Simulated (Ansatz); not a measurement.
Gas-phase electronic energies from Ansatz, PBE0-D4/def2-TZVP geometries. CCSD(T)/CBS adds triple-zeta CCSD(T) − MP2 to the extrapolated MP2 energy (def2 sets, frozen cores). This one scheme is used for every species, atoms too. DFT in def2-TZVPP. B3LYP here is the variant with VWN-RPA as its local correlation; programs differ in this. No spin–orbit coupling; open shells (•) take unrestricted orbitals. Spin–orbit coupling would lower the free atoms: a little for O, Si; clearly for Br; strongly for In. def2 core potentials past Kr. Bonds to Br, In are less sure, by a few kJ/mol each and by 10 to 20 or more in all where they break to atoms, as the def2 sets lack core-valence functions. Scalar relativity is left out up to krypton. Each species was taken in one conformer, which may not be the lowest.

Reaction (atomization): `[SiH3][O][InH][Br]` → Br• + 4 H• + In• + O• + Si•

CCSD(T)/CBS gives +2334.0 kJ/mol.

Q: Another level gave +2241.5 kJ/mol. Which?
A. CAM-B3LYP/def2-TZVPP
B. B3LYP-D4/def2-TZVPP
C. CCSD/def2-TZVPP
D. B3LYP/def2-TZVPP

A: D. B3LYP 2241.5, CAM-B3LYP 2281.9, B3LYP-D4 2272.5, CCSD/def2-TZVPP 2220.9 kJ/mol.

Largest T1 diagnostic among the species: 0.015.

At CCSD(T), def2-SVP lies −204.1 kJ/mol from the extrapolated value and def2-TZVPP −78.9 kJ/mol: correlation converges slowly with the basis, and small sets miss more of it in the bonded molecule than in its fragments. Leaving LDA and LC-ωPBE aside and taking each functional with its dispersion term where it has one, the values, not all of them listed here, spread over 104.6 kJ/mol, from revPBE-D4 to ωB97X-V. LDA lies +329.6 kJ/mol from PBE without D4, its usual overbinding. The D4 term adds +30.9 kJ/mol with B3LYP and +16.4 kJ/mol with PBE0; it sums over pairs of atoms, weighted by their polarisabilities, and B3LYP, whose exchange is more repulsive, gets the larger term.

For atomizations the MP2-based limit and the directly extrapolated one differ by several kJ/mol either way, and by 10 to 25 for some Ge, Se and Sn compounds, so smaller differences from it don't rank the levels.
